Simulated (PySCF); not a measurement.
Polarisability and C₆ of Lu (lutetium, neutral)

[Xe] 4f14 5d2 6s1, high-spin 4F determinant (an excited configuration). Calculation: PySCF 2.14, in x2c-TZVPPall with one added diffuse shell each of s, p, d type (12s8p8d2f2g, 108 functions); scalar relativity by spin-free X2C-1e. Coupled (time-dependent) response in atomic units; α is the mean over directions.

```json
{"method": "PBE0", "mean α (bohr³)": "299.5", "C₆ (like pair)": "1839", "S(−4)": "1069000"}
```

S(−4) is the Cauchy moment in α(ω) = α(0) + S(−4) ω² + …

Spin-orbit coupling is absent.

α(iu) at PBE0:

```csv
u (hartree),α(iu) (bohr³)
0,299.5
0.0500,83.42
0.100,52.74
0.200,26.24
0.300,16.18
0.500,9.171
0.750,6.209
1.00,4.763
1.50,3.185
2.00,2.305
3.00,1.377
5.00,0.6657
```

A single London oscillator, α(iu) = α/(1 + u²/ω²), gives C₆ = (3/4) ω α². Matching the computed C₆ needs ω = 4 × 1839 / (3 × 299.5²) = 0.0273 hartree.

Spin-orbit coupling, absent here, splits the open shell strongly.
